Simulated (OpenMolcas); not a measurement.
# Nb²⁺: CASPT2 settings compared

```json
{
  "Program": "OpenMolcas 26.06",
  "Basis": "ANO-RCC-VTZP [7s6p4d2f1g]",
  "Scalar Hamiltonian": "DKH4, point nucleus",
  "Active space": "3 electrons in 10 orbitals (4d 5d)",
  "State averaging": "2S+1 = 4 even, 10 roots; 2S+1 = 2 even, 40 roots",
  "Spin-orbit coupling": "state interaction with AMFI integrals over the reference wave functions, term energies averaged over their components"
}
```

Methods on the same reference wave functions:
A. CASSCF
B. SS-CASPT2, IPEA 0.35 Eh, real shift 0.3 Eh (closed shells correlated: 3d 4s 4p)
C. SS-CASPT2, IPEA 0.6 Eh, imaginary shift 0.4 Eh (closed shells correlated: 4s 4p)
D. SS-CASPT2, IPEA 0.6 Eh, real shift 0.3 Eh (closed shells correlated: none)
E. MS-CASPT2, IPEA 0.6 Eh, real shift 0.3 Eh (closed shells correlated: none)

Energies in cm⁻¹ above 4d³ ⁴F_3/2, the measured ground level; measured values from the list in Shadmi, J. Res. Natl. Bur. Stand. 70A, 435 (1966).

```csv
Level,A,B,C,D,E,Measured
4d³ ⁴F_3/2,0.0,0.0,0.0,0.0,0.0,0.0
4d³ ⁴F_5/2,508,519,517,519,520,516
4d³ ⁴F_7/2,1174,1188,1185,1190,1191,1177
4d³ ⁴F_9/2,1963,1966,1966,1972,1973,1939
4d³ ⁴P_1/2,11004,8950,9170,9340,9340,8664
4d³ ⁴P_3/2 [69 %],11115,8910,9220,9230,9230,8608
4d³ ²G_7/2,11676,9800,10120,10310,10310,9236
4d³ ⁴P_5/2,11840,9900,10040,10370,10360,9594
4d³ ²G_9/2,12237,10390,10700,10920,10920,9804
4d³ ²P_3/2 [52 %],15128,11470,12360,11500,11490,
4d³ ²P_1/2,15317,11150,12340,11100,11100,
4d³ ²H_9/2,15437,13660,13860,14530,14540,12916
4d³ ²H_11/2,15800,14030,14220,14940,14940,13264
4d³ ²D_5/2(1),17182,14150,14580,14100,14110,13094
4d³ ²D_3/2(1) [59 %],17265,13880,14520,13810,13750,
4d³ ²F_7/2,25708,21370,21860,22520,22520,19861
4d³ ²F_5/2,25958,21610,22100,22750,22760,19975
4d³ ²D_5/2(2),39584,33660,33870,33770,33770,
4d³ ²D_3/2(2),39830,33900,34110,34000,34080,
```

Deviations, from unrounded energies. A percentage is the sum of absolute deviations over the sum of measured energies, with the sign that they share, or ± where signs differ.

```tsv
Against measurement	Levels	A	B	C	D	E
mean absolute deviation (cm-1)	13	2500	600	840	1100	1100
fine structure of the ground term (%)	3	±0.9	+1.1	+1.0	+1.4	+1.5
other terms of the ground configuration (%)	10	+26.3	+6.2	+8.7	+11.2	+11.2
```

B lies closest to measurement on these levels and A furthest from it. The largest miss of B in the table is 4d³ ²F_5/2, by +1600 cm-1. The ranking rests on the paired levels alone, and a cruder setting can come out closer through cancelling errors.

Among B to E the level of the table that moves most is 4d³ ²P_1/2, by 1200 cm-1 (lowest in D, highest in C). Moves below CASPT2's spread within the term are not significant.

From A to B the spin-free energies of the other terms of 4d³ shown, above ⁴F, scale by factors of 0.70 to 0.88.

The lowest spin-free term lies below A's lowest term by 0.317 hartree in B, 0.271 hartree in C, 0.013 hartree in D, 0.013 hartree in E.

CASPT2 does not keep the components of a term degenerate, so their means are used; among the terms shown or strongly mixed into the levels shown the widest spread is 460 cm-1 (4d³ ⁴F, B). Active for correlation alone: 5d; no level in the range computed is led by a configuration that fills it, so any true level of that kind is missing. Without dynamic correlation excited terms often stand tens of per cent too high (terms of higher spin than the ground term too low), and those without a measured partner can miss by more than the paired ones (holds for A). The CASPT2 spread within a term exceeds the gap to the next term for 4d³ ²H and 4d³ ²D(1), so the order of their levels is uncertain (holds for B). Measured partners are found by configuration, term and J. A level has none where our copy of the source lacks it or the pairing is in doubt (some pairs that miss far off the trend of their configuration count as doubtful), and it then counts in no deviation. Levels of configurations outside the active space are missing.

A share in square brackets marks a mixed level and gives the weight of the term that names it, the lowest over the columns. A number in round brackets counts repeated terms of one configuration in the order of the reference energies.
